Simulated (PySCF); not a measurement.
# 29Si chemical shifts

- σ from GIAO-PBE0/pcSseg-1
- geometry from GFN2-xTB
- code: PySCF
- a single conformation, equivalent nuclei averaged, gas phase, non-relativistic Hamiltonian

Shieldings were converted by a linear fit to measured shifts: 29Si: δ = 279.94 − 0.822σ (rms 8.9 ppm, 72 shifts, 25.8 ppm with the 6 outliers that the fit left out vs TMS, solution or neat liquid). Occasional misses reach two or three times the rms, and more in compound classes unlike the fitted ones.

Q: Give the 29Si shifts of `CO[C@@H]1[C@@H](C)[Si@H]1S[SiH3]`, `CC[C@@H]1C[Si@@](C)(P)O[SiH2]1`, `Cc1cncpc1[SiH3]`, `[H]/N=C\CC[Si@@H](N)O[SiH3]`, `CS[Si@@H]1[C@@H](C)[C@@H]1O[SiH3]`, `C=N[SiH2][Si@H](NC)OC`, `[SiH3][C@@H]([SiH2]Cl)[SiH2]N([SiH3])[SiH3]`, `C=NC[SiH2][Si@@H](O)C[SiH3]`.

A: 
| compound | environment | δ (ppm) |
| --- | --- | --- |
| [CH3:1][O:2][C@@H:3]1[C@@H:4]([CH3:5])[Si@H:6]1[S:7][SiH3:8] | Si8: silicon bonded to S, 3 H | -48.0 |
| [CH3:1][O:2][C@@H:3]1[C@@H:4]([CH3:5])[Si@H:6]1[S:7][SiH3:8] | Si6: silicon bonded to 2 C, S, H, in a 3-membered ring | -69.7 |
| [CH3:1][CH2:2][C@@H:3]1[CH2:4][Si@@:5]([CH3:6])([PH2:7])[O:8][SiH2:9]1 | Si5: silicon bonded to 2 C, O, P, in a 5-membered ring | 28.1 |
| [CH3:1][CH2:2][C@@H:3]1[CH2:4][Si@@:5]([CH3:6])([PH2:7])[O:8][SiH2:9]1 | Si9: silicon bonded to C, O, 2 H, in a 5-membered ring | -9.6 |
| Cc1cncpc1[SiH3] | silicon bonded to C, 3 H | -66.2 |
| [H]/[N:1]=[CH:2]\[CH2:3][CH2:4][Si@@H:5]([NH2:6])[O:7][SiH3:8] | Si5: silicon bonded to C, N, O, H | -31.3 |
| [H]/[N:1]=[CH:2]\[CH2:3][CH2:4][Si@@H:5]([NH2:6])[O:7][SiH3:8] | Si8: silicon bonded to O, 3 H | -46.9 |
| [CH3:1][S:2][Si@@H:3]1[C@@H:4]([CH3:5])[C@@H:6]1[O:7][SiH3:8] | Si8: silicon bonded to O, 3 H | -40.4 |
| [CH3:1][S:2][Si@@H:3]1[C@@H:4]([CH3:5])[C@@H:6]1[O:7][SiH3:8] | Si3: silicon bonded to 2 C, S, H, in a 3-membered ring | -75.7 |
| [CH2:1]=[N:2][SiH2:3][Si@H:4]([NH:5][CH3:6])[O:7][CH3:8] | Si4: silicon bonded to N, O, Si, H | -16.5 |
| [CH2:1]=[N:2][SiH2:3][Si@H:4]([NH:5][CH3:6])[O:7][CH3:8] | Si3: silicon bonded to N, Si, 2 H | -60.4 |
| [SiH3:1][C@@H:2]([SiH2:3][Cl:4])[SiH2:5][N:6]([SiH3:7])[SiH3:8] | Si3: silicon bonded to C, Cl, 2 H | -21.2 |
| [SiH3:1][C@@H:2]([SiH2:3][Cl:4])[SiH2:5][N:6]([SiH3:7])[SiH3:8] | Si5: silicon bonded to C, N, 2 H | -27.3 |
| [SiH3:1][C@@H:2]([SiH2:3][Cl:4])[SiH2:5][N:6]([SiH3:7])[SiH3:8] | Si7/8: silicon bonded to N, 3 H (×2) | -44.8 |
| [SiH3:1][C@@H:2]([SiH2:3][Cl:4])[SiH2:5][N:6]([SiH3:7])[SiH3:8] | Si1: silicon bonded to C, 3 H | -71.5 |
| [CH2:1]=[N:2][CH2:3][SiH2:4][Si@@H:5]([OH:6])[CH2:7][SiH3:8] | Si5: silicon bonded to C, O, Si, H | -18.0 |
| [CH2:1]=[N:2][CH2:3][SiH2:4][Si@@H:5]([OH:6])[CH2:7][SiH3:8] | Si4: silicon bonded to C, Si, 2 H | -68.6 |
| [CH2:1]=[N:2][CH2:3][SiH2:4][Si@@H:5]([OH:6])[CH2:7][SiH3:8] | Si8: silicon bonded to C, 3 H | -74.7 |
